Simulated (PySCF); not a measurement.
C5H15P2 (charge +1).
Structure used (PBE0-D3(BJ)/def2-SVP), in Å, numbered top down from 1:
```xyz
22
C5H15P2 angstrom
C      1.2097   -1.8756   -0.8509
P      0.8040   -0.1170   -0.8288
P      2.5542    0.9797   -0.0709
C     -0.6888    0.2588    0.1901
C     -0.4373   -0.2410    1.6144
C     -1.8790   -0.4587   -0.4532
C     -0.8844    1.7773    0.1609
H      2.0282   -2.0573   -1.5622
H      0.3291   -2.4559   -1.1618
H      1.5246   -2.1929    0.1538
H      0.5010    0.2534   -2.1607
H      2.1838    2.1772   -0.7518
H      3.3645    0.4962   -1.1425
H     -1.3014    0.0337    2.2385
H     -0.3385   -1.3357    1.6620
H      0.4542    0.2165    2.0701
H     -2.0529   -0.1358   -1.4911
H     -1.7735   -1.5535   -0.4328
H     -2.7850   -0.2122    0.1219
H     -0.0592    2.3152    0.6532
H     -1.8030    2.0236    0.7149
H     -1.0049    2.1668   -0.8621
```

Computed with PySCF at PBE0/pcSseg-1, non-relativistic, on one gas-phase PBE0-D3(BJ)/def2-SVP geometry that isn't relaxed in the solvent. The solvent is an IEF-PCM continuum (cavity from Bondi-type radii × 1.2). Only the electrostatic response of the medium enters.

```tsv
run	E − E(gas) (kcal/mol)	HOMO (eV)	HOMO–LUMO gap (eV)
gas	0.00	-12.72	7.74
P	-51.59	-8.70	7.81
Q	-26.84	-10.59	7.76
```

Task: The runs were made in acetone and cyclohexane. Which run belongs to which solvent?

Result: P = acetone, Q = cyclohexane. The dielectric constants are 2.017 (cyclohexane), 20.49 (acetone), and the energy falls further as ε rises. In this model the ground state sees the solvent through ε alone.

Task: How constant is the ratio of the lowering to 1 − 1/ε?

Result: 
```tsv
solvent	1 − 1/ε	E − E(gas) (kcal/mol)	ratio (kcal/mol)	polarisation term (kcal/mol)
cyclohexane	0.504	-26.84	-53.3	-27.03
acetone	0.951	-51.59	-54.2	-52.91
```

The ratio changes by +1.8 % in size from cyclohexane to acetone. The polarisation term is half the interaction of the solute with the induced surface charges.
